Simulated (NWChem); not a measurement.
Worked example: ideal-gas entropy of AlBH2OF2 (SMILES O[B](F)[AlH][F])

A singlet with charge 0, relaxed at PBE-D3(BJ)/def2-SVP (NWChem 7.3.0):

```xyz
7

O     1.3754    1.2832    0.0000
B     0.0432    1.0063   -0.0005
F    -0.7750    2.0700   -0.0006
Al   -0.6951   -1.0149   -0.0009
F     0.5780   -2.1317   -0.0012
H     1.9128    0.4696    0.0000
H    -2.1639   -1.6401   -0.0010
```

Harmonic wavenumbers in cm⁻¹: 63, 66, 254, 335, 355, 510, 563, 611, 644, 808, 955, 1210, 1361, 1897, 3735.

Masses in u: O 15.999, B 10.81, F 18.998, Al 26.982, H 1.008. Take T = 298.15 K, p = 1 bar, R = 8.3145 J/(mol K), kT/hc = 207.22 cm⁻¹, rigid rotor and harmonic oscillator.

Work out S° at 298 K.


1. Translation (Sackur–Tetrode): S = R[3/2 ln M + 5/2 ln T − 1.1517] with M = 93.803 gives 165.5 J/(mol K).
2. Rotation: principal moments 69.471, 235.737, 305.208 u Å² give A, B, C = 0.2427, 0.0715, 0.0552 cm⁻¹; the symmetry number is σ = 1; q = (√π/σ)√((kT/hc)³/ABC) = 170830; S = R(ln q + 3/2) = 112.6.
3. Vibration: with u = ν̃/207.22, each mode gives R[u/(eᵘ − 1) − ln(1 − e⁻ᵘ)]; the sum is 63.0, most from 63 cm⁻¹ (18.2), 66 cm⁻¹ (17.9), 254 cm⁻¹ (7.1).
4. Electronic: R ln 1 = 0.0, from the spin multiplicity alone.
5. Sum: 165.5 + 112.6 + 63.0 + 0.0 = 341.1 J/(mol K).

No measured value is set beside it here. Where a soft mode is a torsion, a harmonic oscillator describes it poorly.
